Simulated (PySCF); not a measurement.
## How methods differ on the ionisation energy of Sn

Sn [Kr] 4d10 5s2 5p2 (3P) → Sn⁺ [Kr] 4d10 5s2 5p1 (2P), as a difference of total energies. All numbers are calculated (PySCF 2.14, the spin-free X2C one-electron Hamiltonian (Gaussian nucleus), in aug-cc-pwCVTZ-DK3 with one added diffuse shell each of s, p, d, f type (11s10p8d5f1g, 125 functions)). Correlated levels: valence: [Kr] 4d10 frozen; valence and next inner shell: [Ar] 3d10 frozen. The calculations carry no spin-orbit coupling.

```json
{"method": "UHF", "ionisation energy (eV)": "6.848", "error (eV)": "-0.541"}
{"method": "LDA", "ionisation energy (eV)": "7.422", "error (eV)": "+0.033"}
{"method": "PBE", "ionisation energy (eV)": "7.268", "error (eV)": "-0.121"}
{"method": "PBE0", "ionisation energy (eV)": "7.313", "error (eV)": "-0.076"}
{"method": "r2SCAN", "ionisation energy (eV)": "7.408", "error (eV)": "+0.019"}
{"method": "TPSSh", "ionisation energy (eV)": "7.274", "error (eV)": "-0.115"}
{"method": "PW91", "ionisation energy (eV)": "7.325", "error (eV)": "-0.064"}
{"method": "revPBE", "ionisation energy (eV)": "7.217", "error (eV)": "-0.172"}
{"method": "MP2 (valence)", "ionisation energy (eV)": "7.157", "error (eV)": "-0.232"}
{"method": "SCS-MP2 (valence)", "ionisation energy (eV)": "7.091", "error (eV)": "-0.298"}
{"method": "MP2 (valence and next inner shell)", "ionisation energy (eV)": "7.275", "error (eV)": "-0.114"}
{"method": "SCS-MP2 (valence and next inner shell)", "ionisation energy (eV)": "7.162", "error (eV)": "-0.227"}
```

Reference: 7.389 eV (measured; NIST levels, between the centres of gravity of the two terms).

Errors of the correlated levels include the incompleteness of this basis and the frozen core.
